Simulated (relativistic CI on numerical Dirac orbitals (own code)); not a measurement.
## One change at a time: W LVI

Base calculation: Dirac-Coulomb-Breit CI, KLI orbitals optimised for each configuration, QED by a radiative potential, unscaled Slater integrals.

Configurations in the expansion (outside the closed core [Ne]): 3s2 3p6 3d, 3s2 3p5 3d2, 3s 3p6 3d2, 3s2 3p6 4s, 3s2 3p6 4p, 3s2 3p6 4d, 3s2 3p5 3d 4s, 3s2 3p6 4f, 3s2 3p5 3d 4p, 3p6 3d3, 3p5 3d4, 3p5 3d3 4s. Double excitations out of closed p, d and f shells are left out; levels of such configurations are missing from the list, as are those of other unlisted configurations, and high levels can miss mixing partners. These lack a partner that the ground configuration has and come out too high: 3s2 3p5 3d 4p.

Variants: (1) valence Slater integrals scaled by 0.9; (2) configuration mixing switched off; (3) one mean potential for all configurations. Shifts of the energy above 3s2 3p6 3d 2D_3/2, in eV, for the lowest level and the first level of each name with at least 55 % of one term (blank where a level changes its place among those of its configuration and J or its character, or is not in the variant):

```tsv
Level	Base	Δ(1)	Δ(2)	Δ(3)
3s2 3p6 3d 2D_3/2	0.000	0.000	0.000	0.000
3s2 3p6 3d 2D_5/2	77.407	+0.004	+0.010	+0.012
3s2 3p5 3d2 4D°_1/2	254.606	+2.455	-0.424	-0.117
3s2 3p5 3d2 4G°_9/2	328.936	+1.997	-0.428	-0.120
3s2 3p5 3d2 2H°_11/2	339.952	+0.893	-0.427	-0.118
3s2 3p5 3d2 2G°_9/2	357.625	-0.750	-0.427	-0.117
3s2 3p5 3d2 2F°_5/2	384.200	-3.314	-0.130	-0.121
3s2 3p5 3d2 2P°_1/2	391.050	-4.073	-0.388	-0.125
3s2 3p5 3d2 4G°_11/2	406.669	+1.565	-0.425	-0.122
3s 3p6 3d2 4F_3/2	820.623	+1.377	-0.587	+0.086
3s 3p6 3d2 4P_1/2	850.409	-1.304	-0.486	+0.104
3s 3p6 3d2 4F_7/2	895.045	+1.588	-0.573	+0.063
3s 3p6 3d2 4P_3/2	906.382	+0.417	-0.592	+0.076
3s 3p6 3d2 2G_9/2	911.460	+0.007	-0.502	+0.070
```

At this charge energies of transitions that change n are usually good to better than 1 %, and those within a shell (Δn = 0) to a few per cent.

Ionisation energy from the two ground configurations alone: base 5341.71 eV. The NIST ASD value (semi-empirical) is 5348 eV.

LS names give the leading component of a level, which can be under half, so a name can repeat, a term be missing and a line seem to break the LS rules.
